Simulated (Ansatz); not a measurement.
Geometry optimisation, RKS B3LYP/def2-SVP (Ansatz).

Input file:

```yaml
crystal:
  periodic: [false, false, false]
  atoms:
    - { symbol: In, position_ang: [-0.218423, -0.382095, -0.127344] }
    - { symbol: O, position_ang: [-0.537974, -0.596033, 1.834506] }
    - { symbol: H, position_ang: [-1.482717, -0.689465, 2.025911] }
    - { symbol: Cl, position_ang: [1.951443, -0.643033, -0.956344] }
    - { symbol: Cl, position_ang: [-2.058988, -0.127379, -1.564979] }
    - { symbol: O, position_ang: [0.543495, 2.163384, 1.615406] }
    - { symbol: Si, position_ang: [1.990537, 2.907797, 2.037002] }
    - { symbol: H, position_ang: [3.078175, 1.908928, 2.24811] }
    - { symbol: H, position_ang: [2.334129, 3.81265, 0.911786] }
    - { symbol: H, position_ang: [1.830329, 3.705467, 3.290628] }
    - { symbol: H, position_ang: [0.226493, 1.43848, 2.204718] }
basis:
  gaussian: { orbitals: def2-SVP }
hamiltonian:
  xc: b3lyp
relax:
  f_tol: 0.03
  max_steps: 50
```

Launched with:

```bash
$ ansatz run input.yaml --threads 4 --pin off --max-ram 5120MiB --backend cpu --events-out ev --progress --plain --runs-dir out
```

**Question.** Where does it end, and by what steps?

**Answer.** It converged. After 13 steps the energy has fallen by 0.457 eV; Cl5 moved furthest, 0.94 Å. Joined: In1–O6 (3.18 → 2.30 Å).

```csv
step,energy less start (eV),largest force component (eV/Å),accepted
0,0.0000,0.806,yes
1,-0.1967,0.422,yes
2,-0.3466,0.532,yes
3,-0.3246,1.707,no
4,-0.4068,0.219,yes
5,-0.4242,0.173,yes
6,-0.4405,0.127,yes
7,-0.4462,0.137,yes
8,-0.4512,0.074,yes
9,-0.4545,0.097,yes
10,-0.4555,0.051,yes
11,-0.4564,0.035,yes
12,-0.4569,0.047,yes
13,-0.4571,0.029,yes
```

```xyz
11
Properties=species:S:1:pos:R:3
In -0.035 0.039 0.096
O -0.497 -0.564 1.992
H -1.398 -0.897 2.107
Cl 2.038 -0.606 -0.819
Cl -1.782 0.735 -1.329
O 0.580 1.712 1.546
Si 1.882 2.767 1.863
H 3.054 2.005 2.372
H 2.179 3.415 0.564
H 1.443 3.762 2.878
H 0.193 1.130 2.250
```

Whether the end is a true minimum wasn't checked by a vibrational analysis.

The run took 39 s on 4 threads of Arm Neoverse V2, on a shared host, peak memory 0.4 GiB.
